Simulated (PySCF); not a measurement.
Compound: C3H10SSi2.
Numbering: `[CH2:1]=[CH:2][SiH2:3][S:4][SiH2:5][CH3:6]` (hydrogens: H7, H8 on C1; H9 on C2; H10, H11 on Si3; H12, H13 on Si5; H14, H15, H16 on C6)

Torsions of this conformer, `[CH2:1]=[CH:2][SiH2:3][S:4][SiH2:5][CH3:6]`: C1–C2–Si3–S4 -117°, C2–Si3–S4–Si5 -170°, Si3–S4–Si5–C6 -174°.

The closed-shell ground state was solved at several levels (PySCF, density fitting, gas phase, non-relativistic). Isolated species at its PBE0-D3(BJ)/def2-SVP geometry (one conformer only).

```
         level  basis functions  HOMO (eV)  LUMO (eV)  gap (eV)  dipole (D)
  KT3/pcSseg-1              173      -6.11      -1.65      4.46        0.48
PBE0/def2-SVPD              215      -7.20      -0.80      6.40        0.27
```

Q: Estimate the row for PBE0/pcSseg-1, a basis of 173 functions; the other rows only guide the guess.

A: HOMO -7.23 eV, LUMO -0.75 eV, gap 6.48 eV, dipole 0.60 D.

Q: Over all these levels, which gives the widest orbital gap and which the narrowest?

A: PBE0/pcSseg-1 (global hybrid, 25 % exact exchange) has the widest, 6.48 eV, and KT3/pcSseg-1 (GGA) the narrowest, 4.46 eV. The two share the basis. From the narrowest to the widest the HOMO moves by -1.12 eV and the LUMO by +0.90 eV.

Q: How far do the dipole and the HOMO energy spread over the levels?

A: The dipole runs from 0.27 to 0.60 D (mean 0.45 D) and the HOMO from -7.23 to -6.11 eV.
